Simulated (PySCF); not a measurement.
TeS₃⁻ (doublet). All numbers come from UPBE0 in PySCF with Te def2-SVPD with ECP28, S def2-SVPD; scalar-relativistic core potentials, no spin–orbit coupling; density-fitted integrals.

Harmonic bands of its minimum:

| ω (cm⁻¹) | IR (km/mol, summed over degenerate members) | degeneracy |
| --- | --- | --- |
| 134 | 4.9 | 2 |
| 142 | 7.0 | 1 |
| 381 | 1.2 | 1 |
| 388 | 124 | 2 |

The central atom is Te. Infer the point group and assign the bands.

C3v. The modes span 2e + 2a1: 134 e, 142 a1, 381 a1, 388 e. The computed geometry has Te–S 2.315 Å (×3); S–Te–S 113.0° (×3).

This need not be the most stable arrangement of these atoms. With an element this heavy the missing spin–orbit coupling can shift these numbers.
